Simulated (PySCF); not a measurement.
NICS in one family of compounds.

NICS = −σ at a ghost point: NICS(0) at the centroid of the ring atoms, NICS(1) 1 Å to either side along the normal of their mean plane, zz for the tensor component along that normal. Level: GIAO PBE0/pcSseg-1 (PySCF, non-relativistic, gas phase) on the PBE0-D3(BJ)/def2-SVP geometries, one conformer each. Atom numbers follow the mapped SMILES.

Question: Order these rings by mean NICS(1)zz, lowest (most negative) first (ppm).
A. ring C3–C4–C5–C6–S7 in `[SiH3:1][O:2][c:3]1[cH:4][cH:5][cH:6][s:7]1`
B. ring C4–C5–C6–C7–S8 in `[CH3:1][N:2]([CH3:3])[c:4]1[cH:5][cH:6][cH:7][s:8]1`
C. ring C3–C4–C5–C6–S7 in `[OH:1][CH2:2][c:3]1[cH:4][cH:5][cH:6][s:7]1`
D. ring C4–C5–C6–C7–S8 in `[CH3:1][CH:2]([CH3:3])[c:4]1[cH:5][cH:6][cH:7][s:8]1`

Answer: C (-27.3), D (-25.6), A (-23.4), B (-22.3).

```json
{"SMILES": "OCc1cccs1", "ring": "5-membered ring with S; formal bonds all aromatic", "NICS(0)": "-12.7", "NICS(1)": "-11.5", "NICS(1)zz": "-27.3", "HOMA": "0.84", "rms pucker (Å)": "0.00", "ring atoms with four or more neighbours": "0"}
{"SMILES": "CC(C)c1cccs1", "ring": "5-membered ring with S; formal bonds all aromatic", "NICS(0)": "-12.4", "NICS(1)": "-11.1", "NICS(1)zz": "-25.6", "HOMA": "0.80", "rms pucker (Å)": "0.00", "ring atoms with four or more neighbours": "0"}
{"SMILES": "[SiH3]Oc1cccs1", "ring": "5-membered ring with S; formal bonds all aromatic", "NICS(0)": "-13.1", "NICS(1)": "-10.4", "NICS(1)zz": "-23.4", "HOMA": "0.76", "rms pucker (Å)": "0.00", "ring atoms with four or more neighbours": "0"}
{"SMILES": "CN(C)c1cccs1", "ring": "5-membered ring with S; formal bonds all aromatic", "NICS(0)": "-12.2", "NICS(1)": "-10.0", "NICS(1)zz": "-22.3", "HOMA": "0.77", "rms pucker (Å)": "0.01", "ring atoms with four or more neighbours": "0"}
```

NICS(0) gives another order. The isotropic NICS(1) gives the same order. Over the 4 rings with a HOMA value its correlation coefficient with NICS(1)zz is -0.95. HOMA uses Krygowski's 1993 parameters. NICS(1) and NICS(1)zz are means over the two faces.
